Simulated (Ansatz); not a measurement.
C3H3 (SMILES [C-]#CC), charge -1, singlet, geometry from GFN2-xTB (a gas-phase anion, which may not be bound at this level); Ansatz (a program for electronic structure) with BCCD/STO-3G.

The Ansatz input:
Ansatz 0.2 input:
```yaml
crystal:
  periodic: [false, false, false]
  atoms:
    - {symbol: C, position_ang: [0.00179213, -0.00082963, 0.34805219]}
    - {symbol: C, position_ang: [0.00811735, -0.00375776, 1.57647903]}
    - {symbol: C, position_ang: [-0.00588691, 0.00272522, -1.14330257]}
    - {symbol: H, position_ang: [0.03963094, 1.02847941, -1.56026013]}
    - {symbol: H, position_ang: [0.85557099, -0.54993143, -1.56822380]}
    - {symbol: H, position_ang: [-0.91933737, -0.46737496, -1.55888795]}
basis:
  gaussian:
    orbitals: STO-3G
total_charge: -1
magnetization: {spin_polarized: false}
correlation: {method: bccd}
```

It wrote (shortened):

```
Functional definition: HF
247 factors; integrals over basis functions are off by at most 3.6e-5 eV
mean field evaluation 1: about -3088.2357 eV, gradient 3.7e1 eV
mean field evaluation 2: about -3088.3015 eV, gradient 3.7e1 eV
mean field evaluation 4: about -3092.6172 eV, gradient 2.8e0 eV
mean field evaluation 8: about -3092.6595 eV, gradient 6.2e-2 eV
mean field evaluation 16: about -3092.5905 eV, gradient 1.0e0 eV
mean field -3092.65946593 eV, -113.6531390932 hartree, gradient 5.0e-7 eV, S^2 0.000000; 0 other end points of the search recorded, 0 dependent functions left out
3 core orbitals not correlated
reference -3092.65946593 eV, -113.6531390932 hartree; 8, 8 occupied and 7, 7 virtual orbitals, 247 factors
second order -5.11956172 eV of doubles, -0.00000000 eV of singles
cycle   1  -5.42439807 eV  change   -3.0e-1 eV  update   7.7e-2
cycle   2  -5.66027956 eV  change   -2.4e-1 eV  update   3.3e-2
cycle   3  -5.80558409 eV  change   -1.5e-1 eV  update   1.7e-2
cycle   4  -5.81970260 eV  change   -1.4e-2 eV  update   5.1e-3
cycle   5  -5.82264907 eV  change   -2.9e-3 eV  update   1.7e-3
cycle   6  -5.82274023 eV  change   -9.1e-5 eV  update   3.2e-4
cycle   7  -5.82234865 eV  change    3.9e-4 eV  update   9.4e-5
cycle   8  -5.82236103 eV  change   -1.2e-5 eV  update   2.5e-5
cycle   9  -5.82237916 eV  change   -1.8e-5 eV  update   7.1e-6
Total energy: -3098.48184510 eV, -113.8671075808 hartree
```
